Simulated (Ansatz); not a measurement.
A trace of molecular dynamics of CH₂FOSi (6 atoms, charge -1, multiplicity 1).

These are results of RHF/def2-SVP in Ansatz 0.2.0, not measurements.

| Property | Result |
| --- | --- |
| ensemble | NVE (velocity Verlet) |
| starting velocities drawn for | 200 K |
| seed | 317653 |

```
time (fs)  T (K)  potential energy less start (eV)  conserved less start (meV/atom)
        0    200                             0.000                             0.00
        8    160                             1.188                           194.61
       16  41999                            13.796                          5901.38
       24  36589                            15.317                          5688.59
       32  34588                            16.439                          5703.19
       40  33192                            17.154                          5702.08
       48  33462                            17.039                          5706.10
       56  35272                            15.985                          5686.37
       64  33926                            16.716                          5692.29
       72  34150                            16.667                          5703.53
       80  34406                            16.510                          5699.39
       88  32661                            17.459                          5707.12
       96  33706                            16.879                          5700.47
      104  35137                            16.014                          5679.63
      112  33409                            17.106                          5712.69
      120  34163                            16.738                          5716.34
      128  32957                            17.340                          5712.71
      136  32984                            17.342                          5715.40
      144  34852                            16.191                          5684.54
      152  33214                            17.302                          5728.64
      160  35340                            16.023                          5698.72
```

Problem. Is this trajectory sound?

Solution. The conserved energy changed by up to 5900 meV per atom, so the integration failed: the time step of 4 fs is too long for the fastest motions that this run met, and the later frames carry no physical meaning.

The run took 16 s on 1 thread of Intel(R) Xeon(R) 6975P-C (Granite Rapids) (shared host), peak memory 0.13 GiB.
